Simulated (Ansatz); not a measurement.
`[CH3][AlH][NH]C[SiH3]` + H₂Te → `[CH3][AlH][TeH]` + `NC[SiH3]` at 700 K and 1 bar (ligand exchange at the Al–N bond).

Isolated molecules relaxed with PBE0-D4/def2-TZVP in Ansatz; ΔE leaves out vibrations. CCSD(T)/CBS adds triple-zeta CCSD(T) − MP2 to the extrapolated MP2 energy (def2 sets, frozen cores). Elements past krypton have def2 core potentials. For Te outer-core shells are correlated without core-valence functions, which leaves a few kJ/mol of doubt a bond. One conformer a species, not always the lowest.

| species | CCSD(T)/CBS energy (Eh) | H − E (kJ/mol) | S (J/(mol·K)) |
| --- | --- | --- | --- |
| `[CH3][AlH][NH]C[SiH3]` | -667.94214 | 398.5 | 559.5 |
| H₂Te | -268.91024 | 57.2 | 261.6 |
| `[CH3][AlH][TeH]` | -550.83681 | 194.7 | 437.3 |
| `NC[SiH3]` | -386.02732 | 271.9 | 392.4 |

H − E and S are ideal-gas, rigid-rotor, harmonic terms from PBE0-D4/def2-TZVP, for one conformer and one mirror image of each species. 1 Eh = 2625.50 kJ/mol, R = 8.31446 J/(mol·K).

Question: By hand: ΔE, ΔH, ΔS and ΔG.

Answer: ΔE = (-550.83681) + (-386.02732) − (-667.94214) − (-268.91024) = -0.01175 Eh = -30.8 kJ/mol. Δ(H − E) = 194.7 + 271.9 − 398.5 − 57.2 = 10.9, so ΔH = -19.9 kJ/mol. ΔS = 437.3 + 392.4 − 559.5 − 261.6 = 8.6 J/(mol·K). ΔG = -19.9 − 700 × (8.6)/1000 = -25.9 kJ/mol.

Question: By hand: the equilibrium constant, and the temperature at which ΔG would vanish if ΔH and ΔS stayed fixed.

Answer: log₁₀ K = −ΔG/(RT ln 10) = 1.9. ΔH and −TΔS have one sign here, so there is no such temperature.

The number of gas molecules stays the same, so ΔS is small and ΔH decides. A doubt of 5 kJ/mol in ΔE shifts log₁₀ K by 0.4 here. Other conformers and mirror images would add mixing entropy, several J/(mol·K) or more a flexible species. Modes under 60 cm⁻¹, often nearly free rotors, make the harmonic entropy too high. These are equilibria of isolated gas molecules and say nothing of rates. Largest T1 diagnostic: 0.012 (customary marks: 0.02 for closed shells, 0.045 for open ones).

ΔS is within the doubt of such terms, so its sign, and with it that verdict, could turn.
